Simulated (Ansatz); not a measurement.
Geometry optimisation, Ansatz 0.2.0, DFT PBE, scalar-relativistic, plane waves, PAW.

input.yaml

```yaml
crystal:
  lattice:
    - [8.16, 0.0, 0.0]
    - [0.0, 5.769991, 0.0]
    - [0.0, 0.0, 16.327494]
  atoms:
    - { symbol: Au, position: [0.25, 0.25, 0.0612464] }
    - { symbol: Au, position: [0.75, 0.25, 0.0612464] }
    - { symbol: Au, position: [0.25, 0.75, 0.0612464] }
    - { symbol: Au, position: [0.75, 0.75, 0.0612464] }
    - { symbol: Au, position: [0.0, 0.0, 0.1495942] }
    - { symbol: Au, position: [0.5, 0.0, 0.1495942] }
    - { symbol: Au, position: [0.0, 0.5, 0.1495942] }
    - { symbol: Au, position: [0.5, 0.5, 0.1495942] }
    - { symbol: Au, position: [0.25, 0.25, 0.237942] }
    - { symbol: Au, position: [0.75, 0.25, 0.237942] }
    - { symbol: Au, position: [0.25, 0.75, 0.237942] }
    - { symbol: Au, position: [0.75, 0.75, 0.237942] }
    - { symbol: Au, position: [0.0, 0.0, 0.3262897] }
    - { symbol: Au, position: [0.5, 0.0, 0.3262897] }
    - { symbol: Au, position: [0.0, 0.5, 0.3262897] }
    - { symbol: Au, position: [0.5, 0.5, 0.3262897] }
    - { symbol: Cl, position: [-0.008009, 0.4822704, 0.474506] }
basis:
  ecutwfc: 420.0
kpoints:
  mp_grid: { grid: [2, 3, 1] }
hamiltonian:
  xc: pbe
scf:
  occupations: { method: gaussian, width: 0.05 }
  lower_state_search: "off"
relax:
  f_tol: 0.03
  max_steps: 60
  adjacent_minimum: "off"
  constraints: [{ sites: [0, 1, 2, 3] }]
```

Command:

```bash
$ ansatz run input.yaml --threads 4 --pin off --max-ram 10240MiB --backend cpu --events-out ev --progress --plain --runs-dir out
```

Where does it end, and by what steps?

It converged. The force dipped under the threshold on the way, but the program's further checks kept it going. Limits of this set-up: coarse k mesh, thin slab, slab without dipole correction, odd electron count without spin, a typed lattice constant that wasn't relaxed here. After 30 steps the energy has fallen by 1.234 eV; Au11 moved furthest, 2.65 Å. Parted: Au1–Au9 (2.88 → 4.46 Å), Au2–Au10 (2.88 → 4.08 Å), Au3–Au11 (2.88 → 4.51 Å), Au4–Au12 (2.88 → 4.06 Å), Au5–Au10 (2.88 → 4.65 Å), Au5–Au12 (2.88 → 4.59 Å). Joined: Au5–Au14 (5.00 → 2.92 Å), Au7–Au16 (5.00 → 2.91 Å), Au9–Au10 (4.08 → 3.26 Å), Au11–Au12 (4.08 → 3.12 Å), Au13–Cl17 (3.69 → 2.46 Å).

| step | energy less start (eV) | largest force component (eV/Å) | accepted |
| --- | --- | --- | --- |
| 0 | 0.0000 | 0.918 | yes |
| 2 | -0.4087 | 0.065 | yes |
| 4 | -0.4152 | 0.025 | yes |
| 6 | -0.4297 | 0.070 | yes |
| 8 | -0.5003 | 0.214 | yes |
| 10 | -0.6352 | 0.188 | yes |
| 12 | -0.6694 | 0.062 | yes |
| 14 | -0.6855 | 0.027 | yes |
| 16 | -0.7324 | 0.087 | yes |
| 18 | -0.7862 | 0.076 | yes |
| 20 | -0.8215 | 0.103 | yes |
| 22 | -0.9225 | 0.145 | yes |
| 24 | -1.0610 | 0.079 | yes |
| 26 | -1.1563 | 0.257 | yes |
| 28 | -1.2325 | 0.029 | yes |
| 30 | -1.2337 | 0.027 | yes |

```xyz
17
Lattice="8.1600 0.0000 0.0000 0.0000 5.7700 0.0000 0.0000 0.0000 16.3275" Properties=species:S:1:pos:R:3
Au 2.040 1.442 1.000
Au 6.120 1.442 1.000
Au 2.040 4.327 1.000
Au 6.120 4.327 1.000
Au -0.004 0.000 2.270
Au 4.089 0.000 2.278
Au -0.004 2.885 2.270
Au 4.090 2.885 2.278
Au -0.402 1.442 4.737
Au 4.495 1.442 4.744
Au -0.466 4.327 4.752
Au 4.577 4.327 4.759
Au -2.040 -0.050 6.604
Au 2.045 -0.019 4.345
Au -2.040 2.935 6.604
Au 2.045 2.904 4.342
Cl -1.913 1.442 8.551
```

Whether the end is a true minimum wasn't checked by a vibrational analysis.

Run time: 11 min on 4 threads of Arm Neoverse V1, on a shared host, peak memory 2.2 GiB.
